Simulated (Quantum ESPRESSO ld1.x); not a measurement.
These are the eigenvalues of the occupied orbitals of an atom or ion with whole-number occupations (hartree). Method: scalar-relativistic Kohn-Sham, LDA (Slater exchange, Perdew-Wang correlation), spin-polarised, spherical densities, point nucleus; computed with ld1.x of Quantum ESPRESSO 7.5.

| orbital | eigenvalue |
|---|---|
| 1s up | -315.894 |
| 1s down | -315.792 |
| 2s up | -50.4592 |
| 2s down | -50.3603 |
| 2p up | -45.5584 |
| 2p down | -45.4389 |
| 3s up | -16.2029 |
| 3s down | -15.8582 |
| 3p up | -14.6970 |
| 6p up | -2.73782 |

Which element is it, and in what charge state? The configuration may be excited. Open shells, if any, are filled with parallel spins first.

Answer. Z = 28, nickel, charge +12: Ni12+ in [Ne] 3s2 3p3 6p1. The list shows which subshells hold electrons but not how many an open one holds; the 1s level, -315.89 hartree, gives Z - s = 25.1 by -(Z - s)^2/2, which with screening and relativity narrows Z to a few neighbours, and the depths of the outer levels then fix element, charge and occupations together.
